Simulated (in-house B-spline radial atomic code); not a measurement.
Radial electron density of Sb3+, [Kr] 4d9 5s2 5p1. Computed with a B-spline radial code for spherical atoms: scalar-relativistic (X2C) TPSSh, spin-polarised, spherical fractional occupations, Fermi nucleus of rms radius 4.6802 fm.

Caution: exact exchange at fractional occupations of open shells leaves self-interaction of up to several eV.

One-electron X2C: radii and densities carry no picture-change correction, so inner-shell <1/r> comes out high (for 1s by about 2 % at Z = 33, 5 % at 54, 10 % at 75, 30 % at 118) and <r> low.

Columns: r (bohr), 4πr²n(r) (electrons per bohr), bar.

```
0.000912    2.122 #
 0.00113    2.983 ##
 0.00139    4.127 ##
 0.00172    5.732 ###
 0.00212    7.858 ####
 0.00262    10.72 ######
 0.00323    14.42 ########
 0.00399     19.2 ##########
 0.00493    25.14 #############
 0.00609    32.22 #################
 0.00752    40.23 #####################
 0.00929    48.68 ##########################
  0.0115    56.74 ##############################
  0.0142    63.01 #################################
  0.0175     66.3 ###################################
  0.0216    65.94 ###################################
  0.0267     62.4 #################################
  0.0329    58.14 ##############################
  0.0407    56.86 ##############################
  0.0502    61.75 ################################
   0.062    72.25 ######################################
  0.0766    82.38 ###########################################
  0.0945    83.96 ############################################
   0.117    74.33 #######################################
   0.144    62.14 #################################
   0.178    59.13 ###############################
    0.22    66.59 ###################################
   0.271    69.62 ####################################
   0.335    56.08 #############################
   0.414    34.24 ##################
   0.511    22.18 ############
   0.631    23.01 ############
    0.78    24.54 #############
   0.963    19.26 ##########
    1.19    11.34 ######
    1.47    5.921 ###
    1.81    3.365 ##
    2.24     1.92 #
    2.76   0.8825 
    3.41   0.2709 
    4.22  0.05087 
    5.21 0.005403 
    6.43 0.0002803 
    7.94 6.378e-06
```

On this grid the curve has 4 maxima, near 0.0175, 0.0945, 0.271, 0.78 bohr.

The 4d up radial function P(r) = rR(r), positive near the nucleus:

```
r (bohr)         P
 0.00929  0.001304
  0.0142  0.004109
  0.0216   0.01237
  0.0329    0.0354
  0.0502   0.09352
  0.0766     0.217
   0.117    0.4142
   0.178    0.5795
   0.271    0.4466
   0.414   -0.1768
   0.631    -0.915
   0.963    -1.056
    1.47   -0.6065
    2.24   -0.1774
    3.41  -0.02044
```
